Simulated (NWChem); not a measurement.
System meant: SiCl$_{3}$F; SMILES F[Si](Cl)(Cl)Cl

The following NWChem deck was run.

```
start job
memory heap 200 mb stack 900 mb global 1100 mb
geometry units angstroms noautoz
  F      0.000000     0.000000     1.856268
  Si     0.000000     0.000000     0.237486
  Cl     1.780678     0.767369    -0.406819
  Cl    -1.554900     1.158428    -0.406819
  Cl    -0.225778    -1.925797    -0.406819
end
basis spherical
  * library def2-svp
end
dft
  xc b3lyp
  iterations 4
  mulliken
end
task dft energy
```

End of the output:

```
    Atom       Charge   Shell Charges
 -----------   ------   -------------------------------------------------------
    1 F    9     9.19   1.98  1.02  0.77  3.22  2.20  0.01
    2 Si  14    13.81   2.00  1.92  0.69  0.30  5.81  1.18  1.07  0.84
    3 Cl  17    17.00   2.00  1.96  1.06  0.78  5.82  2.26  3.10  0.02
    4 Cl  17    17.00   2.00  1.96  1.06  0.78  5.82  2.26  3.10  0.02
    5 Cl  17    17.00   2.00  1.96  1.06  0.78  5.82  2.26  3.10  0.02

 center of mass
 --------------
 x =  -0.00000000 y =  -0.00000000 z =   0.00874638

 moments of inertia (a.u.)
 ------------------
        1005.635179470185           0.000000000000          -0.000000000000
           0.000000000000        1005.635179470185          -0.000000000000
          -0.000000000000          -0.000000000000        1408.477610451955

     Multipole analysis of the density
     ---------------------------------

     L   x y z        total         alpha         beta         nuclear
     -   - - -        -----         -----         ----         -------
     0   0 0 0     -0.000000    -37.000000    -37.000000     74.000000

     1   1 0 0      0.000000      0.000000      0.000000      0.000000
     1   0 1 0      0.000000      0.000000      0.000000     -0.000000
     1   0 0 1     -0.260901     -0.130450     -0.130450      0.000000

     2   2 0 0    -40.025358   -191.194455   -191.194455    342.363552
     2   1 1 0     -0.000000     -0.000000     -0.000000      0.000000
     2   1 0 1      0.000000      0.000000      0.000000      0.000000
     2   0 2 0    -40.025358   -191.194455   -191.194455    342.363552
     2   0 1 1      0.000000      0.000000      0.000000      0.000000
     2   0 0 2    -41.853844    -92.767488    -92.767488    143.681132

 ------------------------------------------------------------------------
 dft energy failed                                                                                  0
 ------------------------------------------------------------------------
 ------------------------------------------------------------------------
  current input line :
    18: task dft energy
 ------------------------------------------------------------------------
 ------------------------------------------------------------------------
 This type of error is most commonly associated with calculations not reaching convergence criteria
 ------------------------------------------------------------------------
 For more information see the NWChem manual at https://nwchemgit.github.io

0:dft energy failed:Received an Error in Communication
```

Problem. Find the fault in this run and fix the input.

Solution. Convergence was not reached. Cause: the SCF was allowed too few iterations. This input runs:
```
start job
memory heap 200 mb stack 900 mb global 1100 mb
geometry units angstroms noautoz
  F      0.000000     0.000000     1.856268
  Si     0.000000     0.000000     0.237486
  Cl     1.780678     0.767369    -0.406819
  Cl    -1.554900     1.158428    -0.406819
  Cl    -0.225778    -1.925797    -0.406819
end
basis spherical
  * library def2-svp
end
dft
  xc b3lyp
  iterations 150
  mulliken
end
task dft energy
```
It converges to -1769.59668 Ha (B3LYP/def2-SVP).
